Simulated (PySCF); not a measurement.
Job for PySCF: R-B3LYP/LANL2DZ on CH6SSi (SMILES CS[SiH3]), a point of a torsion scan.

```python
from pyscf import gto, scf, dft, mp
from pyscf.data.elements import chemcore

mol = gto.M(
    atom='''
    C     1.54040733   -0.09393975    0.10684504
    S     0.31028505    0.70883682   -0.97488354
    Si   -1.54688613    0.10859087   -0.07709658
    H     1.40818743   -1.17054942    0.07896687
    H     2.51481979    0.16985365   -0.29020097
    H     1.43948972    0.28058410    1.12012516
    H    -2.24932765    1.31978609    0.32029309
    H    -1.19072006   -0.70590461    1.07779438
    H    -2.28241749   -0.66402741   -1.06748751
    ''',
    basis='lanl2dz',
    ecp={'S': 'lanl2dz', 'Si': 'lanl2dz'},
    charge=0, spin=0, verbose=3, max_memory=1800)
mf = dft.RKS(mol, xc='b3lyp')
mf.conv_tol = 1e-8
mf.max_cycle = 100
mf.kernel()
if not mf.converged:
    mf = mf.newton().run(mf.mo_coeff, mf.mo_occ)
```

The log:

```
converged SCF energy = -55.6832721899989
```

Self-consistency was reached.

Cost: about 5 core-seconds (a rough figure).
